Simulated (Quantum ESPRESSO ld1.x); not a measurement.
The run below uses ld1.x (Quantum ESPRESSO 7.5).

```
 &input
    zed=51.0,
    iswitch=1,
    rel=2,
    dft='PZ',
    config='[Kr] 4d3',
    rel_dist='average',
    verbosity='high',
    lsmall=.true.,
    prefix='ld1',
    max_out_wfc=37,
    file_charge='ld1.rho',
 /
```

Command: `OMP_NUM_THREADS=1 ld1.x < ld1.in > ld1.out`

It prints (banner and zero overlaps left out):

```
     Program LD1 v.7.5 starts

     --------------------------- All-electron run ----------------------------

     dirac relativistic calculation

     atomic number is 51.00
     dft =PZ   lsd =0 sic =0 latt =0  beta=0.20 tr2=1.0E-14
     Exchange-correlation= PZ
                           (   1   1   0   0   0   0   0)
     mesh =2069 r(mesh) = 100.70288 a.u. xmin = -8.00 dx = 0.00800
     1 Ry =  13.60569312 eV, c = 137.03599908

     n l j   nl                  e(Ry)          e(Ha)          e(eV)
     Spin orbit split results
     1 0 0.5 1S 1( 2.00)   -2242.188135180   -1121.094067590 -30506.5236913
     2 0 0.5 2S 1( 2.00)    -357.215835251    -178.607917626  -4860.1690331
     2 1 0.5 2P 1( 2.00)    -335.591427755    -167.795713878  -4565.9539807
     2 1 1.5 2P 1( 4.00)    -317.106069830    -158.553034915  -4314.4478735
     3 0 0.5 3S 1( 2.00)     -84.613417762     -42.306708881  -1151.2241962
     3 1 0.5 3P 1( 2.00)     -75.779658281     -37.889829141  -1031.0347755
     3 1 1.5 3P 1( 4.00)     -72.339735405     -36.169867703   -984.2322405
     4 0 0.5 4S 1( 2.00)     -27.699508631     -13.849754315   -376.8710141
     4 1 0.5 4P 1( 2.00)     -24.539226991     -12.269613495   -333.8731919
     4 1 1.5 4P 1( 4.00)     -23.778649039     -11.889324520   -323.5250017
     3 2 1.5 3D 1( 4.00)     -56.739389962     -28.369694981   -771.9787278
     3 2 2.5 3D 1( 6.00)     -56.019660286     -28.009830143   -762.1863067
     4 2 1.5 4D 1( 1.20)     -18.551504233      -9.275752116   -252.4060736
     4 2 2.5 4D 1( 1.80)     -18.414420630      -9.207210315   -250.5409561
     Averaged results
     1 0     1S 1( 2.00)   -2242.188135180   -1121.094067590 -30506.5236913
     2 0     2S 1( 2.00)    -357.215835251    -178.607917626  -4860.1690331
     2 1     2P 1( 6.00)    -323.267855805    -161.633927902  -4398.2832426
     3 0     3S 1( 2.00)     -84.613417762     -42.306708881  -1151.2241962
     3 1     3P 1( 6.00)     -73.486376364     -36.743188182   -999.8330855
     4 0     4S 1( 2.00)     -27.699508631     -13.849754315   -376.8710141
     4 1     4P 1( 6.00)     -24.032175023     -12.016087512   -326.9743984
     3 2     3D 1(10.00)     -56.307552156     -28.153776078   -766.1032751
     4 2     4D 1( 3.00)     -18.469254071      -9.234627036   -251.2870031

     final scf error:  5.1E-15 reached in  18 iterations

     Etot =  -12858.975926 Ry,   -6429.487963 Ha, -174955.280321 eV

     Ekin =   13573.186854 Ry,    6786.593427 Ha,  184672.615033 eV
     Encl =  -30514.485511 Ry,  -15257.242756 Ha, -415170.725675 eV
     Eh   =    4394.325998 Ry,    2197.162999 Ha,   59787.851008 eV
     Exc  =    -312.003266 Ry,    -156.001633 Ha,   -4245.020688 eV
```

Run on one thread of a shared host, so times are rough (Intel(R) Xeon(R) Processor @ 2.60GHz): 0.56 s of CPU time, 1.2 s wall, 18 iterations on 2069 mesh points.
